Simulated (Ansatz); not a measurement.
A structure relaxed at PBE-D4/def2-SVPD in Ansatz, charge -1, doublet:

```xyz
5

Be    1.5424   -0.0241    0.7052
Si   -1.4218    0.6488    0.8346
Si    0.3896    1.3389   -0.5210
Si   -0.3398   -0.6173   -1.6309
Si   -0.1704   -1.3462    0.6120
```

Question: Give its formula and point group.

Answer: BeSi4⁻. Point group C2v (tolerance 0.1 Å).

Question: Summarise the bond lengths by kind (pairs closer than 1.2 times the sum of covalent radii, bridged metal pairs left out).

Answer: 4 × Si–Si 2.36 to 2.37 Å; 2 × Be–Si 2.17 Å.

Another isomer (doublet) lies 0.25 eV lower at PBE0-D4/def2-TZVPD; other spin states weren't run for this one.
